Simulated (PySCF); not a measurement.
Removing the step error of a finite difference

System: CH8GeN2O, singlet, at a GFN2-xTB geometry. Level: CAMB3LYP/6-31G, polarisability in PySCF. Sums are taken with unrounded values, so a last digit can differ.

Second differences of the energy in a field along z gave a polarisability along z of 43.196 bohr³ at step 0.005 and 43.663 bohr³ at step 0.05 (atomic units).

Problem. Extrapolate to zero step.

Solution. The leading error of a symmetric difference goes as h², so A(h) = A0 + c h². Then c = (43.663 - (43.196))/(0.05² - 0.005²) = 188 (atomic units) and A0 = 43.196 - c × 0.005² = 43.191 bohr³. The analytic value from the same program and level is 43.192 bohr³: the smaller step missed it by 0.004, the extrapolation by 0.000.
